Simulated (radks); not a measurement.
Results of a calculation; reference values are marked as such.
The nuclear charge of the nickel ion Ni2+ is varied continuously with 26 electrons held in [Ar] 3d8. Level of theory: Dirac Kohn-Sham, PBE, spin-unpolarised, spherical densities, point nucleus; open shells are shared between the two j in proportion to 2j + 1 (a radial shooting solver on a logarithmic mesh with Libxc functionals). By the Hellmann-Feynman theorem dE/dZ = E(electron-nucleus)/Z, the electronic potential at the nucleus.

Z      E (hartree)  E(electron-nucleus)/Z (hartree)   HOMO  e(HOMO) (eV)  <r> HOMO (bohr)
27.5   -1455.50203                         -126.659  3d5/2       -19.617            1.047
27.75  -1487.35871                         -128.194  3d5/2       -23.799            1.007
28     -1519.59871                         -129.726  3d5/2       -28.266           0.9714
28.25  -1552.22158                         -131.257  3d5/2       -33.007           0.9392
28.5   -1585.22697                         -132.786  3d5/2       -38.011           0.9099
28.75  -1618.61461                         -134.315  3d5/2       -43.270           0.8830
29     -1652.38430                         -135.843  3d5/2       -48.776           0.8582

The central difference of E at Z = 28 is -129.726 hartree, to compare with the third column; the second derivative is -6.13 hartree.
